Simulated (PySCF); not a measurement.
Si(F)(H)2(SH) (FH3SSi), SMILES S[SiH2]F.

Coordinates come from a B3LYP-D3(BJ)/def2-TZVP optimisation. One conformer was computed; it need not be the lowest.

All values below come from TDDFT-LC-ωPBE/def2-SVPD (PySCF).

Vertical excitations. Isolated molecule, no solvent.

Computed lowest excited states:
| state | energy (eV) | λ (nm) | f | main pairs |
|---|---|---|---|---|
| S1 | 6.60 | 188 | 0.004 | HOMO→LUMO 43 %, HOMO→LUMO+2 23 %, HOMO→LUMO+6 10 % |
| S2 | 7.36 | 169 | 0.041 | HOMO→LUMO 46 %, HOMO→LUMO+2 20 %, HOMO→LUMO+1 16 % |
| S3 | 7.77 | 160 | 0.043 | HOMO→LUMO+1 52 %, HOMO→LUMO+2 21 %, HOMO→LUMO+5 8 % |
| S4 | 8.47 | 146 | 0.009 | HOMO−1→LUMO 33 %, HOMO→LUMO+6 20 %, HOMO→LUMO+7 11 %, HOMO→LUMO+3 8 % |
| S5 | 8.57 | 145 | 0.019 | HOMO−1→LUMO 41 %, HOMO→LUMO+6 15 %, HOMO→LUMO+3 12 %, HOMO→LUMO+7 8 % |
| S6 | 8.81 | 141 | 0.028 | HOMO−1→LUMO+1 30 %, HOMO−1→LUMO+2 22 %, HOMO−2→LUMO+1 12 %, HOMO−2→LUMO+2 10 % |
| S7 | 8.95 | 139 | 0.032 | HOMO−2→LUMO+1 25 %, HOMO−2→LUMO+2 22 %, HOMO−1→LUMO+2 12 %, HOMO−2→LUMO 8 % |
| S8 | 9.06 | 137 | 0.016 | HOMO→LUMO+3 28 %, HOMO→LUMO+4 22 %, HOMO→LUMO+7 19 %, HOMO→LUMO+6 6 % |
| S9 | 9.15 | 135 | 0.075 | HOMO→LUMO+4 16 %, HOMO→LUMO+3 16 %, HOMO−2→LUMO+1 10 %, HOMO−1→LUMO+2 9 % |
| S10 | 9.20 | 135 | 0.013 | HOMO→LUMO+4 31 %, HOMO−2→LUMO 17 %, HOMO−1→LUMO+1 11 %, HOMO−2→LUMO+4 7 % |
| T1 | 6.06 | 204 | 0 | HOMO→LUMO 45 %, HOMO→LUMO+2 17 %, HOMO→LUMO+6 13 % |
| T2 | 6.82 | 182 | 0 | HOMO→LUMO 33 %, HOMO→LUMO+2 27 %, HOMO→LUMO+1 12 %, HOMO→LUMO+5 7 % |
| T3 | 7.07 | 175 | 0 | HOMO→LUMO+1 52 %, HOMO→LUMO+2 22 % |
| T4 | 7.58 | 164 | 0 | HOMO−1→LUMO+2 27 %, HOMO−1→LUMO 18 %, HOMO−1→LUMO+6 12 %, HOMO−1→LUMO+1 8 % |
Triplets are in the Tamm–Dancoff approximation, which puts them higher than full response would, so one can lie above its singlet here.
